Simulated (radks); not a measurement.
Isoelectronic series with 18 electrons, each ion in its NIST ground configuration. Method: Dirac Kohn-Sham, BLYP, spin-unpolarised, spherical densities, point nucleus; computed with a radial shooting solver on a logarithmic mesh with Libxc functionals. Total energies (hartree) and mean radii <r> (bohr) (* marks an orbital that is empty in some or all of the ions):

| ion | configuration | E (hartree) | 3d5/2* | 3d3/2* | 3p3/2 | 3p1/2 | 3s1/2 |
|---|---|---|---|---|---|---|---|
| Sr20+ | [Ar] | -2951.25582 | 0.3920 | 0.3900 | 0.4336 | 0.4268 | 0.4397 |
| Zr22+ | [Ar] | -3308.17913 | 0.3639 | 0.3618 | 0.4048 | 0.3977 | 0.4111 |
| Nb23+ | [Ar] | -3494.73803 | 0.3514 | 0.3492 | 0.3917 | 0.3845 | 0.3981 |
| Mo24+ | [Ar] | -3686.73546 | 0.3397 | 0.3375 | 0.3795 | 0.3722 | 0.3859 |
| Tc25+ | [Ar] | -3884.20315 | 0.3288 | 0.3265 | 0.3680 | 0.3606 | 0.3744 |
| Ru26+ | [Ar] | -4087.17405 | 0.3185 | 0.3162 | 0.3572 | 0.3496 | 0.3635 |
| Rh27+ | [Ar] | -4295.68232 | 0.3089 | 0.3066 | 0.3469 | 0.3393 | 0.3531 |
| Pd28+ | [Ar] | -4509.76338 | 0.2999 | 0.2975 | 0.3373 | 0.3295 | 0.3434 |
| Ag29+ | [Ar] | -4729.45399 | 0.2914 | 0.2890 | 0.3281 | 0.3202 | 0.3341 |
| Cd30+ | [Ar] | -4954.79223 | 0.2833 | 0.2809 | 0.3195 | 0.3115 | 0.3252 |
